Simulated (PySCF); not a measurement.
This PySCF input asks for the NMR shieldings of `C#C[C]1([AlH][CH]=C)CCC1`, C₈H₁₁Al; the geometry comes from GFN2-xTB.

```python
import basis_set_exchange as bse
import numpy as np
from pyscf import gto, dft
from pyscf.prop import nmr

atoms = """
C     0.841021    2.588528   -0.885973
C     0.317163    1.634699   -0.378747
C    -0.336344    0.495454    0.208918
Al    0.944533   -0.943776    0.851105
C     2.355022   -1.747888   -0.279290
C     2.495442   -1.297715   -1.529308
C    -1.585871   -0.012410   -0.567953
C    -2.325602   -0.106696    0.767766
C    -1.271895    0.795206    1.414645
H     1.318341    3.415582   -1.320836
H     0.708394   -1.355702    2.329568
H     3.045078   -2.528564    0.049394
H     3.244936   -1.664640   -2.220055
H     1.847136   -0.520538   -1.916423
H    -2.001037    0.757387   -1.219408
H    -1.478187   -0.938184   -1.137372
H    -3.354497    0.250011    0.783582
H    -2.288075   -1.119396    1.175803
H    -0.906465    0.469497    2.397148
H    -1.574243    1.839824    1.474403
"""
names = dict.fromkeys(["C", "Al", "H"], "pcSseg-1")
basis = {el: gto.basis.parse(bse.get_basis(n, elements=[el], fmt="nwchem")) for el, n in names.items()}
mol = gto.M(atom=atoms, basis=basis, charge=0, verbose=0)
mf = dft.RKS(mol, xc="PBE0")
mf.grids.level = 2
mf.grids.alignment = dft.numint.BLKSIZE   # the property module wants whole blocks of grid points
mf.conv_tol = 1e-9
mf.kernel()

calc = nmr.RKS(mf)   # GIAO
C = mf.mo_coeff
Co = C[:, mf.mo_occ > 0]
resp = mf.gen_response(singlet=True, hermi=2)
def vind(x):   # induced exchange potential for any number of trial vectors
    d = np.einsum("pi,xij,qj->xpq", C, 2 * x.reshape(-1, C.shape[1], Co.shape[1]), Co, optimize=True)
    return np.einsum("xpq,pi,qj->xij", resp(d - d.transpose(0, 2, 1)), C, Co, optimize=True).ravel()
mo1, _ = nmr.rhf.solve_mo1(calc, with_cphf=vind)
sigma = calc.kernel(mo1)
for i, s in enumerate(sigma):   # ppm
    w = np.linalg.eigvalsh((s + s.T) / 2)
    print("%2d %-2s iso %8.1f  s11 %8.1f  s22 %8.1f  s33 %8.1f" % (i, mol.atom_pure_symbol(i), w.mean(), *w))
```

Question: Give the expected output.

Answer: 
```
 0 C  iso    110.8  s11     45.4  s22     58.3  s33    228.8
 1 C  iso     90.3  s11    -20.6  s22     -7.8  s33    299.3
 2 C  iso    167.5  s11    151.8  s22    166.8  s33    184.0
 3 Al iso    305.6  s11    278.8  s22    303.9  s33    334.3
 4 C  iso     34.9  s11    -87.3  s22     17.4  s33    174.6
 5 C  iso     30.5  s11   -101.4  s22     30.0  s33    162.9
 6 C  iso    151.6  s11    135.5  s22    142.2  s33    177.1
 7 C  iso    166.8  s11    153.4  s22    170.1  s33    176.8
 8 C  iso    151.0  s11    135.2  s22    142.4  s33    175.4
 9 H  iso     29.8  s11     24.9  s22     25.4  s33     39.2
10 H  iso     26.3  s11     23.3  s22     24.9  s33     30.6
11 H  iso     24.7  s11     22.3  s22     25.4  s33     26.3
12 H  iso     24.5  s11     22.2  s22     24.2  s33     27.3
13 H  iso     24.7  s11     22.3  s22     23.6  s33     28.2
14 H  iso     29.3  s11     26.7  s22     28.1  s33     33.0
15 H  iso     29.3  s11     25.8  s22     27.4  s33     34.6
16 H  iso     29.7  s11     25.6  s22     26.4  s33     37.2
17 H  iso     29.8  s11     27.1  s22     27.6  s33     34.6
18 H  iso     28.8  s11     25.5  s22     26.8  s33     34.2
19 H  iso     29.2  s11     26.7  s22     27.8  s33     33.0
```

These numbers come from an equivalent density-fitted implementation of the same equations, which agrees with the script to about 0.01 ppm for H and up to a few tenths of a ppm for heavy atoms, so last digits may differ.

Size and cost of the density-fitted run: 215 basis functions, 78 s wall time on 1 thread of an Arm Neoverse N1, shared host; peak memory 0.94 GiB.
